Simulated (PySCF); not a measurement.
C3H4ClN3.
Atom-mapped SMILES: `[CH3:1][c:2]1[nH:3][n:4][n:5][c:6]1[Cl:7]`

NICS = −σ at a ghost point: NICS(0) at the centroid of the ring atoms, NICS(1) 1 Å to either side along the normal of their mean plane, zz for the tensor component along that normal. Level: GIAO PBE0/pcSseg-1 (PySCF, non-relativistic, gas phase) on the GFN2-xTB geometry, one conformer.

Ring bond lengths (Å), with Mayer bond orders in brackets: C2–N3 1.354 (1.08), N3–N4 1.331 (1.19), N4–N5 1.275 (1.50), N5–C6 1.346 (1.32), C6–C2 1.388 (1.35).

**Question.** Give the NICS values of each ring in ppm.

**Answer.** 
```
          ring                                                 type  NICS(0)  NICS(1), two faces  NICS(1)zz, two faces  rms pucker (Å)  centre to ring atoms, mean (Å)
C2–N3–N4–N5–C6  5-membered ring with 3 N; formal bonds all aromatic    -13.1       -12.6 / -12.6         -31.0 / -31.0            0.00                            1.14
```

**Question.** What can be read from them?

**Answer.** 
- C2–N3–N4–N5–C6: mean NICS(1)zz -31.0 ppm, shielded. For a flat ring without four-coordinate atoms the NICS criterion counts such a value as aromatic.

**Question.** What does the geometric index give? HOMA = 1 − mean of α(R − Ropt)² over the ring bonds, with Krygowski's 1993 parameters (CC: Ropt 1.388 Å, α 257.7 Å⁻²; CN: Ropt 1.334 Å, α 93.52 Å⁻²; NN: Ropt 1.309 Å, α 130.33 Å⁻²).

**Answer.** 
- C2–N3–N4–N5–C6: HOMA 0.95; the largest term is that of N4–N5, α(R − Ropt)² = 0.15. The geometric and the magnetic index point the same way.

**Question.** At the second NICS(1) probe listed for ring C2–N3–N4–N5–C6, 1 Å off the ring, what do the in-plane components average?

**Answer.** The isotropic value is a third of the trace: (3 × -12.6 − (-31.0))/2 = -3.4 ppm.

The run took about 40 s of CPU time (one thread, shared machine). This is the whole shielding run at PBE0/pcSseg-1, SCF included.
